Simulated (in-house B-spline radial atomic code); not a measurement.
Whole-atom quantities along the 39-electron series, configuration 1s2 2s2 2p6 3s2 3p6 3d10 4s2 4p6 4d3/2(3). Breit and QED terms are first order and not part of the total energy; the density at the nucleus is averaged over the nuclear charge. Computed with a radial B-spline atomic code at the basis-set limit: Dirac-Hartree-Fock, jj configuration that fills j = l - 1/2 first, finite nuclei.

```tsv
ion	Z	E/Z² (Eh)	Σ<r²> (bohr²)	n(0)/Z³ (bohr⁻³)	Lamb diamagnetic shielding (ppm)	repulsion over attraction	Breit energy (eV)	self-energy (eV)	vacuum polarisation (eV)
Nb2+	41	-2.271	30.836	1.163	3982.08	0.15521	60.39	45.258	-5.0165
Mo3+	42	-2.2934	25.78	1.1901	4112.93	0.15313	65.601	49.235	-5.5467
Tc4+	43	?	?	?	?	?	?	?	?
Ru5+	44	-2.3366	19.583	1.2508	4375.49	0.14876	76.955	57.944	-6.7401
Rh6+	45	?	?	?	?	?	?	?	?
Pd7+	46	?	?	?	?	?	?	?	?
Ag8+	47	-2.3978	14.251	1.3533	4773.01	0.14211	96.47	73.056	-8.9051
Cd9+	48	-2.4173	13.008	1.3887	4906.73	0.13993	103.68	78.683	-9.7389
In10+	49	-2.4363	11.936	1.428	5041.14	0.13776	111.25	84.625	-10.635
Sn11+	50	-2.455	11.002	1.4678	5176.27	0.13563	119.2	90.894	-11.596
```

(1) Fill in the row of Tc4+.

(2) Fill in the row of Rh6+.

(3) Fill in the row of Pd7+.

(4) With what power of Z does the column «self-energy (eV)» change over this range?

Results:

(1) E/Z² (Eh): -2.3153; Σ<r²> (bohr²): 22.257; n(0)/Z³ (bohr⁻³): 1.2209; Lamb diamagnetic shielding (ppm): 4244.02; repulsion over attraction: 0.15097; Breit energy (eV): 71.119; self-energy (eV): 53.46; vacuum polarisation (eV): -6.1205.

(2) E/Z² (Eh): -2.3575; Σ<r²> (bohr²): 17.456; n(0)/Z³ (bohr⁻³): 1.2838; Lamb diamagnetic shielding (ppm): 4507.44; repulsion over attraction: 0.14654; Breit energy (eV): 83.119; self-energy (eV): 62.698; vacuum polarisation (eV): -7.4088.

(3) E/Z² (Eh): -2.3779; Σ<r²> (bohr²): 15.712; n(0)/Z³ (bohr⁻³): 1.3173; Lamb diamagnetic shielding (ppm): 4639.93; repulsion over attraction: 0.14432; Breit energy (eV): 89.621; self-energy (eV): 67.731; vacuum polarisation (eV): -8.1294.

(4) A fit of the logarithm of its size against log Z from Z = 41 to 50 has slope 3.51. One-loop self-energy scales as Z⁴F(Zα), with F falling from low Z to about Z = 90.
